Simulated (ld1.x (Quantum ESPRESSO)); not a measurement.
**Pseudopotential generation for Ge: ultrasoft, LDA (PZ), fully relativistic.**

* Element: germanium
* Generator: ld1.x (Quantum ESPRESSO) 7.5
* Type: ultrasoft
* Functional: LDA (PZ)
* Relativity: fully relativistic
* Frozen core: [Ar]
* Valence charge: 14
* Reference configuration: 3d10 4s2 4p1 (charge +1)
* Partial waves: 4s (bound): rcut 1.40, rcutus 1.80 bohr; 4s channel at -0.95 Ry: rcut 1.40, rcutus 1.80 bohr; 4p (bound): rcut 1.75, rcutus 2.00 bohr; 4p channel at 1 Ry: rcut 1.75, rcutus 2.00 bohr; 3d (bound): rcut 0.55, rcutus 0.75 bohr; 3d channel at -1.8 Ry: rcut 0.55, rcutus 0.75 bohr
* Local potential: all-electron potential smoothed inside 1.25 bohr (lloc = -2)
* Core correction: a·sin(br)/r model core inside 0.70 bohr
* Augmentation charge: built from norm-conserving waves at rcut, not smoothed further

Open shells are filled in proportion to 2j + 1 (rel_dist='average').

Poles of the logarithmic derivatives, all-electron (AE) and pseudo (PS). s: poles at 0.4 (AE) and 0.4 (PS) Ry. p1/2: poles at 1.7 (AE) and 1.7 (PS) Ry. p3/2: poles at 1.8 (AE) and 1.8 (PS) Ry. d3/2: poles at -2.8, 4.2 (AE) and -2.8, 4.2 (PS) Ry. d5/2: poles at -2.8, 4.2 (AE) and -2.8, 4.2 (PS) Ry. Test radius 2.21 bohr.

- Cutoffs needed: 300 Ry and over 300 Ry (the cutoffs (Ry, on a coarse ladder) from which the occupation-weighted sum of valence levels, in a spherical-Bessel basis at the reference potential, stays within 10 and 1 mRy of its value at 400 Ry)
- Ghost test: no extra level below or beside the all-electron valence levels (s, p1/2, p3/2, d3/2, d5/2, f tested) (spherical-Bessel basis up to 400 Ry, 20 bohr box)
- Largest excitation error: -561 meV (all-electron minus pseudo) for 3d9 4s2 4p3, out of 7 test configurations
- Lowest eigenvalue of the overlap operator: 0.34 (s channel)
